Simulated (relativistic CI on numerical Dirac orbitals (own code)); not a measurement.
**The 21-electron sequence from Nb20+ to Nd39+**

Computed by Dirac-Coulomb-Breit CI, orbitals from a KLI potential per configuration, model QED (radiative potential, 1s self-energy scaled to tabulated hydrogen-like ionisation energies), unscaled Slater integrals (own radial code, finite nucleus).

Configurations in the expansion (outside the closed core [Ne]): 3s²3p⁶3d³, 3s²3p⁶3d4s², 3s²3p⁶3d²4s, 3s²3p⁵3d⁴, 3s3p⁶3d⁴, 3p⁶3d⁵, 3s²3p⁶3d²4p. Levels of other configurations are missing.

Energies above each ion's lowest level, in cm⁻¹. Levels are followed by their leading LS label, which can pass from one level to another where the coupling changes.

```
  Ion  3s²3p⁶3d³ ⁴F3/2  3s²3p⁶3d³ ⁴F5/2  3s²3p⁶3d³ ⁴F7/2  3s²3p⁶3d³ ⁴P3/2  3s²3p⁶3d³ ⁴P1/2
Nb20+              0.0          14019.3          27822.1          59481.2          64587.5
Mo21+              0.0          16510.5          32173.0          62552.4          68801.6
Tc22+                ?                ?                ?                ?                ?
Ru23+              0.0          22619.3          42385.3          69461.7          78242.8
Rh24+              0.0          26318.5          48306.2          73411.6          83555.2
Pd25+              0.0          30504.4          54807.6          77770.1          89322.3
Ag26+              0.0          35220.9          61915.8          82597.0          95590.5
Cd27+              0.0          40512.3          69656.0          87952.2         102406.7
In28+              0.0          46422.7          78053.0          93894.2         109818.1
Sn29+              0.0          52996.2          87132.0         100479.9         117871.5
Sb30+              0.0          60276.4          96919.5         107764.3         126613.0
Te31+              0.0          68306.5         107443.4         115800.0         136088.4
 I32+              0.0          77128.9         118733.7         124637.4         146342.6
Xe33+              0.0          86786.1         130823.1         134325.3         157420.2
Cs34+              0.0          97320.1         143746.5         144910.3         169365.3
Ba35+              0.0         108773.0         157541.2         156438.2         182222.0
La36+              0.0         121187.2         172246.7         168953.9         196034.1
Ce37+              0.0         134605.4         187904.4         182501.5         210846.0
Pr38+              0.0         149071.0         204557.3         197125.3         226702.3
Nd39+              0.0         164627.9         222250.4         212869.6         243648.2
```

Task: Fill in the row of Tc22+.

Result: 3s²3p⁶3d³ ⁴F3/2 0.0, 3s²3p⁶3d³ ⁴F5/2 19363.9, 3s²3p⁶3d³ ⁴F7/2 37017.2, 3s²3p⁶3d³ ⁴P3/2 65861.1, 3s²3p⁶3d³ ⁴P1/2 73339.5 (cm⁻¹).

The lowest level keeps the configuration 3s²3p⁶3d³ and J = 3/2 throughout.

Between Z = 57 and 60 the energy of 3s²3p⁶3d³ ⁴F5/2 follows a local power law Z^6.0. For orientation: electrostatic splittings inside a shell grow about linearly with the screened charge, excitations that change n as its square, and fine structure as its fourth power; written in Z itself the exponents are larger, since the screened charge grows faster in proportion.
